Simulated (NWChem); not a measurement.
Species: C$_{4}$H$_{3}$F; SMILES C#CC(=C)F

All runs: NWChem. Pople sets run with spherical d functions. All runs use the structure optimised with PBE-D3(BJ)/def2-SVP. B3LYP is NWChem's, with the RPA form of VWN correlation. Level: B3LYP/6-31G* with SMD (1 M gas to 1 M solution), gas-phase geometry.

Among these, which solvent gives the lowest value of “dipole in solution (D)”?
A) ethyl acetate
B) cyclohexane
C) water
D) acetone

B, cyclohexane. Values: cyclohexane 1.61; ethyl acetate 1.75; acetone 1.80; water 1.82
